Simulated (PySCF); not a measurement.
C4H5O3S (charge -1).
Atom-mapped SMILES: `[CH:1]#[C:2][CH2:3][CH2:4][S:5](=[O:6])(=[O:7])[O-:8]` (hydrogens: H9 on C1; H10, H11 on C3; H12, H13 on C4)

Computed geometry: GFN2-xTB, gas phase.

What internal coordinates does the optimisation give?

```csv
bond,length (Å)
C1≡C2,1.199
C2–C3,1.443
C3–C4,1.511
C4–S5,1.841
"S5=O6, S5=O7, S5–O8",1.462
C1–H9,1.049
"C3–H10, C3–H11",1.094
"C4–H12, C4–H13",1.085
```

Bonds in one row agree within 0.01 Å and their mean is given. A selection of angles:
```csv
angle,degrees
C2–C1–H9,179.5
C1–C2–C3,178.2
C2–C3–C4,113.9
C2–C3–H10,110.5
C4–C3–H10,107.2
H10–C3–H11,107.3
C3–C4–S5,103.0
C3–C4–H12,113.4
S5–C4–H12,107.6
H12–C4–H13,111.0
C4–S5–O6,104.1
C4–S5–O7,105.4
O6–S5–O7,113.9
```

Dihedral angles: C2–C3–C4–S5 180° (antiperiplanar); C3–C4–S5–O6 60° (synclinal).

The C–C distances run from 1.199 Å (C1≡C2, drawn triple) to 1.511 Å (C3–C4, drawn single), a spread of 0.312 Å. All 3 O–S bonds measure 1.461 to 1.462 Å. S5 (sulfonyl sulfur) is distorted tetrahedral (angles from 104.1° to 113.9°). Of the pairs four or more bonds apart, O6···H10 is among the closest relative to their van der Waals radii: 2.41 Å, 89 % of the sum of Bondi's values.

Point group: Cs (tolerance 0.08 Å). Whether it is a minimum is left open (no frequencies).

One conformer stands for the species.
